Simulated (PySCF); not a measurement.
Point groups of optimised structures. The calculation used PBE0/pcSseg-1 in PySCF (dipole) on a GFN2-xTB geometry, gas phase. The symmetry is that of the one conformer found, every atom within 0.08 Å of its image; none is proved a minimum here.

Task: Point group, rotor type and polarity of `[O:1]=[CH:2][c:3]1[cH:4][cH:5][c:6]2[c:7]([cH:8]1)[CH2:9][CH2:10][CH2:11]2` with O1–C2–C3–C4 0°, C6–C7–C9–C10 17°, C7–C9–C10–C11 -26°, C9–C10–C11–C6 26°, C5–C6–C11–C10 165°?

Result: C1; near-prolate asymmetric top; symmetry number 1; this conformer is chiral (no improper operation); dipole 4.35 D; A, B, C = 3208, 681.2, 570.2 MHz.

Task: `[CH3:1][O:2][c:3]1[n:4][s:5][c:6]([F:7])[n:8]1` with C1–O2–C3–N4 180°, H–C1–O2–C3 -60° (nearest H): symmetry, top, dipole?

Result: Cs; asymmetric top; symmetry number 1; 2 operations, which sort the 11 atoms into 10 sets; dipole 1.61 D, in the ab plane, which is the mirror; A, B, C = 3492, 1370, 990.3 MHz.

Task: `[CH3:1][CH2:2][O:3][Si:4]([F:5])([F:6])[CH2:7][SiH3:8]` with C1–C2–O3–Si4 180°, C2–O3–Si4–F5 55°, O3–Si4–C7–Si8 180°: symmetry, top, dipole?

Result: Cs; near-prolate asymmetric top; symmetry number 1; 2 operations, which sort the 18 atoms into 13 sets; dipole 2.22 D, in the ab plane, which is the mirror; heavy atoms equivalent by symmetry: F5/F6.
